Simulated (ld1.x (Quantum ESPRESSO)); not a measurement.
The numbers below are computed, except where a source is named.
## Potentials for Al (Z = 13) compared

Generated with ld1.x 7.5 (TM, RRKJ, ultrasoft, PAW), atompaw 4.2 or ONCVPSP 4.0.1. The cutoff is in Ry: for ld1.x and atompaw files where the sum of valence levels is converged to 10 mRy in a Bessel basis, for ONCV files where the hardest occupied wave has 1 mHa per electron of residual kinetic energy. The error is the largest all-electron minus pseudo excitation energy over each file’s own four to seven test configurations (ionisations up to +4, promotions, holes and added fractions of an electron), all of which were solved. The labels leave out finer settings (local radius, basis sizes, second energies), which also bear on the numbers. Spin-polarised tests are not counted. The rows are a selection from randomly drawn settings: files with unsolved tests, undetermined cutoffs or missed reference levels are left out.

```csv
potential,cutoff (Ry),largest error (meV),bound ghosts
"TM, PBE, scalar-relativistic, rc 2.10/2.35 (sp), local s, core correction yes, reference 3s1.5 3p1.5",10,+35,none
"RRKJ, LDA (PZ), scalar-relativistic, rc 1.95/1.85/2.05 (spd), local s, core correction no, reference 3s1 3p0",10,+123,none
"ultrasoft, LDA (PZ), scalar-relativistic, rc 2.30/2.70 (sp), local smoothed, core correction yes, reference 3s2 3p1",6,-8.6,none
"TM, PW91, non-relativistic, rc 2.05/2.50/2.50 (spd), local d, core correction no, reference 3s2 3p1",10,+32,none
"TM, PBEsol, scalar-relativistic, rc 1.55/1.75/1.70 (spd), local p, core correction yes, reference 3s1.5 3p1.5",25,+4.7,none
"TM, PW91, scalar-relativistic, rc 1.70/2.75/2.15 (spd), local p, core correction yes, reference 3s2 3p1",10,-7.7,none
```

(1) Fill in the row for Al: PAW, LDA (PZ), scalar-relativistic, rc 2.05/1.80/1.85 (spd), local smoothed, core correction yes, reference 3s2 3p1.

(2) Fill in the row for Al: RRKJ, LDA (PZ), scalar-relativistic, rc 1.90/2.80/2.45 (spd), local smoothed, core correction no, reference 3s1.5 3p1.5.

Results:

(1) cutoff 6 Ry, largest error -24 meV, bound ghosts: none.

(2) cutoff 12 Ry, largest error +76 meV, bound ghosts: none.
